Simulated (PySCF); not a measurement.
A structure optimised at PBE0-D3(BJ)/def2-SVP, used in a PySCF frequency run:

```xyz
12

C      0.0689    -2.3427     0.0000
C     -0.1246    -0.8701     0.0000
N     -1.3002    -0.3458     0.0000
C     -1.2450     1.0901     0.0000
N     -0.1656     1.7687     0.0000
Si     1.1375     0.5769     0.0000
H      0.6521    -2.6542     0.8823
H     -0.9001    -2.8610     0.0000
H      0.6521    -2.6542    -0.8823
H     -2.2358     1.5709     0.0000
H      1.9862     0.6486    -1.2228
H      1.9862     0.6486     1.2228
```
Charge 0, spin multiplicity 1.

Q: Write its SMILES, formula and point group.

A: CC1=NC=N[SiH2]1, C3H6N2Si, Cs

Q: What are its rotational constants (standard atomic weights)?

A: 5.1350, 2.9001, 1.9178 GHz
